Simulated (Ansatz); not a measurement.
Consider the cleavage of the B–Ga bond: `O[BH][GaH][GeH3]` + HCl → `OBCl` + `[GaH2][GeH3]`.

Gas-phase electronic energies from Ansatz, PBE0-D4/def2-TZVP geometries. CBS: MP2 limit from def2 TZ/QZ plus the TZ coupled-cluster correction, frozen cores. This one scheme is used for every species. DFT in def2-TZVPP. For Ga, Ge outer-core shells are correlated without core-valence functions, which leaves a few kJ/mol of doubt a bond. Scalar relativity is left out up to krypton. Each species was taken in one conformer, which may not be the lowest.

`O[BH][GaH][GeH3]`:

```xyz
10

O    -1.920    0.504    1.834
B    -1.279   -0.551    1.279
Ga   -0.541   -0.379   -0.678
Ge    1.711    0.464   -1.184
H    -2.209    0.351    2.739
H    -1.128   -1.551    1.942
H    -1.357   -0.828   -1.954
H     2.532    0.856    0.061
H     1.644    1.716   -2.084
H     2.545   -0.581   -1.956
```

HCl:

Z-matrix (Å, degrees):
```
Cl
H 1 1.279
```

`OBCl`:

```xyz
5

O    -0.050    1.021    0.288
B     0.346   -0.188   -0.133
Cl   -0.791   -1.536   -0.229
H    -0.983    1.065    0.522
H     1.479   -0.362   -0.449
```

`[GaH2][GeH3]`:

```xyz
7

Ga    0.805    1.004   -0.583
Ge   -0.604   -0.713    0.437
H     2.173    1.403    0.081
H     0.373    1.705   -1.922
H    -2.091   -0.571    0.062
H    -0.149   -2.106   -0.049
H    -0.506   -0.723    1.974
```

Task: Is it downhill or uphill in electronic energy at CCSD(T)/CBS, and by how much? (Best estimate.)

Result: Ansatz gave: Downhill: ΔE = -112.9 kJ/mol.

Task: What do these levels give: RPA@PBE/def2-TZVPP, CCSD(T)/def2-SVP, MP2/def2-TZVPP, HF/def2-QZVPP, MP2/def2-QZVPP, CCSD/CBS(def2)? (An estimate is asked.)

Result: Computed: RPA@PBE/def2-TZVPP -109.4, CCSD(T)/def2-SVP -130.6, MP2/def2-TZVPP -120.9, HF/def2-QZVPP -133.5, MP2/def2-QZVPP -120.2, CCSD/CBS(def2) -113.4 kJ/mol.

Largest T1 diagnostic among the species: 0.014.

In def2-TZVPP, CCSD(T) changes the Hartree–Fock value by +18.3 kJ/mol (the triples alone add +0.6 kJ/mol) and MP2 by +11.9 kJ/mol. Leaving LDA and LC-ωPBE aside and taking each functional with its dispersion term where it has one, the values, not all of them listed here, spread over 18.4 kJ/mol, from B97M-V to PBE-D4. LDA lies −3.7 kJ/mol from PBE without D4. From PBE to PBE0 (25 % exact exchange), in def2-TZVPP and without D4, ΔE moves by −4.1 kJ/mol.
